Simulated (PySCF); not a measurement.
# Partial charges of `C=N[C@]12C[C@](B(F)F)(C1)C2`

C6H8BF2N.
Atom-mapped SMILES: `[CH2:1]=[N:2][C@:3]12[CH2:4][C@:5]([B:6]([F:7])[F:8])([CH2:9]1)[CH2:10]2` (hydrogens: H11, H12 on C1; H13, H14 on C4; H15, H16 on C9; H17, H18 on C10)

Structure used (PBE0-D3(BJ)/def2-SVP), in Å, numbered top down from 1:
```
atom  x, y, z in Å
C1     2.7226   -0.6373    0.6895
N2     2.1011   -0.5780   -0.4089
C3     0.7387   -0.2112   -0.3889
C4    -0.1948    0.1497    0.8014
C5    -1.0725    0.2687   -0.4843
B6    -2.5767    0.6494   -0.4912
F7    -3.4987   -0.2113   -0.0995
F8    -2.9986    1.8449   -0.8588
C9    -0.4196   -1.0643   -0.9470
C10    0.1296    0.9882   -1.1464
H11    3.7847   -0.9208    0.6985
H12    2.2524   -0.4155    1.6678
H13    0.0085    1.0927    1.3332
H14   -0.4637   -0.6623    1.4951
H15   -0.4107   -1.2529   -2.0312
H16   -0.6830   -1.9675   -0.3754
H17    0.1810    0.9492   -2.2449
H18    0.3814    1.9882   -0.7610
```

Density: PBE0/pcSseg-1 (PySCF); schemes: Mulliken, IAO, Hirshfeld and ESP-fitted. Geometry: PBE0-D3(BJ)/def2-SVP, one conformer, isolated molecule.

Question: Tabulate the Mulliken, IAO, Hirshfeld and ESP-fitted charges.

Answer: In e:

| atom | environment | Mulliken | IAO | Hirshfeld | ESP-fitted |
| --- | --- | --- | --- | --- | --- |
| C1 | imine carbon | -0.014 | -0.110 | +0.009 | +0.175 |
| N2 | imine nitrogen | -0.369 | -0.250 | -0.149 | -0.641 |
| C3 | sp3 carbon bound to nitrogen | -0.039 | +0.142 | +0.059 | +0.758 |
| C4 | four-membered-ring carbon | -0.136 | -0.274 | -0.074 | -0.362 |
| C5 | sp3 carbon bound to boron | -0.482 | -0.145 | -0.066 | -0.081 |
| B6 | three-coordinate boron | +0.755 | +0.724 | +0.314 | +0.786 |
| F7 | boron-bound fluorine | -0.288 | -0.313 | -0.142 | -0.324 |
| F8 | boron-bound fluorine | -0.285 | -0.311 | -0.141 | -0.321 |
| C9 | four-membered-ring carbon | -0.068 | -0.240 | -0.068 | -0.399 |
| C10 | four-membered-ring carbon | -0.062 | -0.244 | -0.071 | -0.414 |
| H11 | hydrogen on a C=N carbon | +0.129 | +0.152 | +0.056 | +0.091 |
| H12 | hydrogen on a C=N carbon | +0.103 | +0.107 | +0.042 | +0.015 |
| H13 | methylene hydrogen | +0.127 | +0.124 | +0.036 | +0.105 |
| H14 | methylene hydrogen | +0.129 | +0.126 | +0.037 | +0.105 |
| H15 | methylene hydrogen | +0.127 | +0.129 | +0.041 | +0.127 |
| H16 | methylene hydrogen | +0.125 | +0.128 | +0.039 | +0.125 |
| H17 | methylene hydrogen | +0.127 | +0.129 | +0.041 | +0.127 |
| H18 | methylene hydrogen | +0.123 | +0.126 | +0.038 | +0.127 |

Mean size of the charges over all atoms: ESP-fitted 0.282 e, IAO 0.210 e, Mulliken 0.194 e, Hirshfeld 0.079 e. Each set sums to the total charge, 0, to within 0.001 e. The Hirshfeld scheme weights the molecular density at each point by an atom's share of the summed free-atom densities.

Lowest charge. The schemes don't all agree: Mulliken C5 (-0.482); IAO F7 (-0.313); Hirshfeld N2 (-0.149); ESP-fitted N2 (-0.641).

Highest charge. All schemes agree: Mulliken B6 (+0.755); IAO B6 (+0.724); Hirshfeld B6 (+0.314); ESP-fitted B6 (+0.786).

Question: Sum the charges by element, for elements with more than one atom.

Answer: 
```json
{"element": "C", "atoms": "6", "Mulliken": "-0.802", "IAO": "-0.871", "Hirshfeld": "-0.212", "ESP-fitted": "-0.321"}
{"element": "F", "atoms": "2", "Mulliken": "-0.573", "IAO": "-0.625", "Hirshfeld": "-0.284", "ESP-fitted": "-0.645"}
{"element": "H", "atoms": "8", "Mulliken": "+0.990", "IAO": "+1.022", "Hirshfeld": "+0.330", "ESP-fitted": "+0.821"}
```

Question: How many electrons does the IAO scheme count on N2?

Answer: Z − q = 7 − (-0.250) = 7.250.
